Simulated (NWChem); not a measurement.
**Total energies of IIn**

```
In
I 1 2.8214
```
Charge 0, spin multiplicity 1.

Program: NWChem. The geometry was optimised at B3LYP/def2-SVP with def2 effective core potentials on In, I, a minimum by its harmonic frequencies.

Basis set: def2-SVP (52 functions).

| method | total energy (Ha) |
|---|---|
| RHF | -485.95156 |
| MP2 | -486.13047 |
| B2PLYP | -487.35877 |
| PBE | -487.90517 |
| B3LYP | -488.08025 |
| PBE0 | -487.92752 |
| CCSD(T) | -486.15435 |

Total energies of different functionals aren't comparable as a measure of quality: only differences taken within one method are. 

Effective core potentials replace the inner electrons of In, I; spin-orbit coupling is left out. The correlated methods keep 8 core orbitals frozen. B3LYP has NWChem's definition, with VWN1-RPA local correlation. The structure started from a generated list of species. Coupled-cluster values serve here as a point of comparison, not as the truth.
